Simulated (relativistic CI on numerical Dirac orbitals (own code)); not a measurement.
# Sensitivity of the levels of Cd³⁰⁺ to α and to the nuclear radius

These numbers are calculated, not measured: Dirac-Coulomb-Breit CI, KLI orbitals optimised for each configuration, derivatives by finite differences, unscaled Slater integrals, QED left out (own radial code, finite nucleus).

CI space (outside the closed core [Ne]): 3s2.3p6, 3s2.3p5.3d, 3s.3p6.3d, 3p6.3d2, 3p5.3d3. Double excitations out of closed p, d and f shells are left out; levels of such configurations are missing from the list, as are those of other unlisted configurations, and high levels can miss mixing partners.

With x = (α/α₀)² − 1 an excitation energy changes as ω = ω₀ + qx; K = 2q/ω₀ is the relative enhancement. Terms are leading LS components, so labels can repeat. The field-shift factor is F = δν/δ⟨r²⟩ for the transition from the lowest level.

Lowest level 3s2.3p6 1S_0.

| Level | ω₀ (cm⁻¹) | q (cm⁻¹) | F (GHz/fm²) |
| --- | --- | --- | --- |
| 3s2.3p5.3d 3P°_0 | 1076369 | 22600 | 2.36 |
| 3s2.3p5.3d 3P°_1 | 1108950 | 37030 | 2.37 |
| 3s2.3p5.3d 3F°_3 | 1152238 | 25140 | 2.4 |
| 3s2.3p5.3d 3D°_2 | 1163569 | 38540 | 2.41 |
| 3s2.3p5.3d 3F°_4 | 1195223 | 97110 | 2.96 |
| 3s2.3p5.3d 1D°_2 | 1217893 | 96940 | 2.71 |
| 3s2.3p5.3d 3D°_3 | 1275491 | 98040 | 3.08 |
| 3s2.3p5.3d 3D°_1 | 1370319 | 164400 | 0.782 |
| 3s2.3p5.3d 3F°_2 | 1491221 | 393200 | -5.82 |
| 3s2.3p5.3d 3D°_2 | 1574772 | 465700 | -5.17 |
| 3s2.3p5.3d 1F°_3 | 1595300 | 472200 | -5.33 |
| 3s2.3p5.3d 1P°_1 | 1745443 | 328200 | -3.31 |
| 3s.3p6.3d 3D_1 | 2426081 | 469000 | -439 |
| 3s.3p6.3d 3D_2 | 2444773 | 479900 | -440 |
| 3s.3p6.3d 3D_3 | 2501893 | 544800 | -439 |
| 3s.3p6.3d 1D_2 | 2580392 | 539600 | -444 |
| 3p6.3d2 3F_2 | 4923830 | 944300 | -879 |
| 3p6.3d2 3F_3 | 4986421 | 1.015e+06 | -879 |
| 3p6.3d2 3P_0 | 5018571 | 959800 | -879 |
| 3p6.3d2 3F_4 | 5031394 | 1.042e+06 | -879 |
| 3p6.3d2 3P_2 | 5043357 | 1.011e+06 | -879 |
| 3p6.3d2 3P_1 | 5058931 | 1.017e+06 | -879 |
| 3p6.3d2 1G_4 | 5108927 | 1.063e+06 | -879 |

At this charge energies of transitions that change n are usually good to better than 1 %, and those within a shell (Δn = 0) to a few per cent.

Task: Which transition from the lowest level has the largest |K|?

Result: 3s2.3p5.3d 1F°_3 at 1595300 cm⁻¹, K = 0.592.
